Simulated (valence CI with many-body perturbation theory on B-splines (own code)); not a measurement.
**Mo²⁰⁺: calculated level list**

Calculated by valence CI with perturbative core correlation (CI+MBPT): four valence electrons over a frozen Dirac-Fock core [Ar], a basis of 7 s, 7 p, 8 d, 6 f, 4 g, 1 h functions for each j, with the one-electron correlation potential Σ1, the two-electron term Σ2, the three-electron term Σ3, Breit, model QED; selected CI, second order for the rest, scaled by the run's own slope (own B-spline code, finite nucleus).

No measured levels were compared; by estimate terms of the open shell hold to 2 to 4 % of their energy, and close levels can change places. Only levels of the ground parity were solved; by the run's estimate the other parity begins above the list, which can be wrong where configurations are misplaced.

Levels 1 to 32 of 32, with energies above the lowest level, 3d⁴ ⁵D_0. "Leading %" is the weight of the configuration and term that name the level; weights of strongly mixed levels are sums over their largest components and can fall short, so below about 35 % the name and the second component can differ from the true leading terms, or belong to a minority configuration. Lifetimes count E1, E2, E3, M1 and M2 decay at the calculated energies, and are blank where another channel may lead or the interval is too uncertain; long ones can be off by a factor of two.

```tsv
No.	Configuration	Term	J	E (cm⁻¹)	Leading %	g	Lifetime	Second component
1	3d⁴	⁵D	0	0.0	78			21 % 3d⁴ ³P
2	3d⁴	⁵D	1	10187	90	1.497	20.7 ms	10 % 3d⁴ ³P
3	3d⁴	⁵D	2	20813	95	1.486	16.2 ms	
4	3d⁴	⁵D	3	30408	94	1.476	26.0 ms	
5	3d⁴	⁵D	4	38493	85	1.456	76.0 ms	12 % 3d⁴ ³F
6	3d⁴	³P	0	70087	65		329 μs	21 % 3d⁴ ⁵D
7	3d⁴	³H	4	78651	59	0.931	2.78 ms	15 % 3d⁴ ³G
8	3d⁴	³G	3	94287	58	0.900	1.10 ms	36 % 3d⁴ ³F
9	3d⁴	³P	1	94922	85	1.428	439 μs	8 % 3d⁴ ⁵D
10	3d⁴	³H	5	95025	80	1.065	8.08 ms	20 % 3d⁴ ³G
11	3d⁴	³F	2	97957	82	0.742	917 μs	11 % 3d⁴ ¹D
12	3d⁴	³H	6	102490	83	1.135	162 ms	17 % 3d⁴ ¹I
13	3d⁴	³F	4	110730	34	1.069	851 μs	30 % 3d⁴ ³G
14	3d⁴	³P	2	117870	62	1.356	1.55 ms	34 % 3d⁴ ³D
15	3d⁴	³G	4	118430	41	1.087	1.39 ms	31 % 3d⁴ ¹G
16	3d⁴	³F	3	124150	62	0.993	959 μs	29 % 3d⁴ ³G
17	3d⁴	³D	3	132970	80	1.260	661 μs	8 % 3d⁴ ³G
18	3d⁴	³G	5	134490	80	1.164	1.63 ms	20 % 3d⁴ ³H
19	3d⁴	³D	2	140690	37	1.176	463 μs	28 % 3d⁴ ³P
20	3d⁴	¹I	6	145500	83	1.027	1.31 ms	17 % 3d⁴ ³H
21	3d⁴	³D	1	146760	92	0.579	419 μs	7 % 3d⁴ ³P
22	3d⁴	¹G	4	163460	54	1.053	500 μs	26 % 3d⁴ ³F
23	3d⁴	¹S	0	164230	81		362 μs	18 % 3d⁴ ³P
24	3d⁴	¹D	2	176240	50	1.072	425 μs	18 % 3d⁴ ³P
25	3d⁴	¹F	3	185860	74	1.036		12 % 3d⁴ ³D
26	3d⁴	³P	2	205990	84	1.395	595 μs	8 % 3d⁴ ¹D
27	3d⁴	³F	4	213240	84	1.210		13 % 3d⁴ ¹G
28	3d⁴	³F	2	220790	80	0.755	370 μs	12 % 3d⁴ ¹D
29	3d⁴	³F	3	224260	83	1.071		15 % 3d⁴ ¹F
30	3d⁴	³P	1	228530	99	1.488		
31	3d⁴	³P	0	239180	93			7 % 3d⁴ ¹S
32	3d⁴	¹G	4	244090	86	1.027		12 % 3d⁴ ³F
```

Names give the largest LS component (configuration and term), which can be under half, so a name can repeat, a term be missing and a line seem to break the LS rules; names also repeat where a configuration has a term twice.

The ionisation energy to 3d³ ⁴F3/2 of the next ion comes out as 890.36 eV (NIST: 890 ± 4 eV (theoretical)). All 32 levels together are meant to be complete up to 248740 cm⁻¹.
